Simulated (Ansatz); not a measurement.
Total energies of CH$_{6}$ClGaSi (`ClC[SiH2][GaH2]`).

```xyz
10

Cl    1.3431   -0.8096   -1.1328
C    -0.4286   -1.0563   -0.8420
Si   -0.8077   -0.0676    0.7526
Ga    1.0611    1.4302    0.4492
H    -0.5859   -2.1326   -0.7963
H    -0.9339   -0.6552   -1.7197
H    -2.2194    0.4085    0.6871
H    -0.7124   -1.0157    1.8984
H     2.3249    1.3726    1.3773
H     0.9588    2.5258   -0.6739
```

The species carries charge 0 and has multiplicity 1. Correlated methods include outer-core shells of Ga, which these sets cover unevenly. Scalar relativity is left out up to krypton. The geometry is a stationary point of PBE0-D4/def2-TZVP. It is one conformer, not always the lowest. Basis def2-TZVPP, Ansatz.

RPA on PBE orbitals: Hartree–Fock energy of these orbitals -2712.99026 Eh, correlation -1.24102 Eh (frozen core).

| functional | energy without D4 (Eh) | D4 term (kJ/mol) |
| --- | --- | --- |
| LDA (SPW92) | -2710.20132 | – |
| revPBE | -2715.98503 | -69.8 |
| BLYP | -2716.31218 | -56.7 |
| r2SCAN | -2716.19031 | -6.1 |
| B3LYP | -2716.37533 | -43.1 |
| r2SCANh | -2716.17514 | -6.6 |
| HSE06 (plane-wave form) | -2715.68771 | -21.2 |
| ωB97X-V | -2715.98398 | – |
| ωB97M-V | -2716.10156 | – |
| B2PLYP | -2715.62279 | – |

(1) Give the same for PBE, B97M-V, PBE0, r2SCAN0, BHLYP, CAM-B3LYP, LC-ωPBE, PBE-QIDH. (An estimate is asked.)

B3LYP takes the VWN-RPA correlation (the form of Gaussian; ORCA's B3LYP/G). HSE06 is the plane-wave form, built on full-range PBE exchange. The double hybrids freeze the cores in their second-order part.

## Answers

(1) Ansatz gave: 
```json
{"functional": "PBE", "energy without D4 (Eh)": "-2715.58983", "D4 term (kJ/mol)": "-26.3"}
{"functional": "B97M-V", "energy without D4 (Eh)": "-2715.72695", "D4 term (kJ/mol)": "–"}
{"functional": "PBE0", "energy without D4 (Eh)": "-2715.70566", "D4 term (kJ/mol)": "-22.4"}
{"functional": "r2SCAN0", "energy without D4 (Eh)": "-2716.15395", "D4 term (kJ/mol)": "-7.4"}
{"functional": "BHLYP", "energy without D4 (Eh)": "-2716.22781", "D4 term (kJ/mol)": "-37.3"}
{"functional": "CAM-B3LYP", "energy without D4 (Eh)": "-2716.39397", "D4 term (kJ/mol)": "-23.2"}
{"functional": "LC-ωPBE", "energy without D4 (Eh)": "-2715.79529", "D4 term (kJ/mol)": "–"}
{"functional": "PBE-QIDH", "energy without D4 (Eh)": "-2715.19424", "D4 term (kJ/mol)": "–"}
```

LC-ωPBE has ω = 0.4 bohr⁻¹.
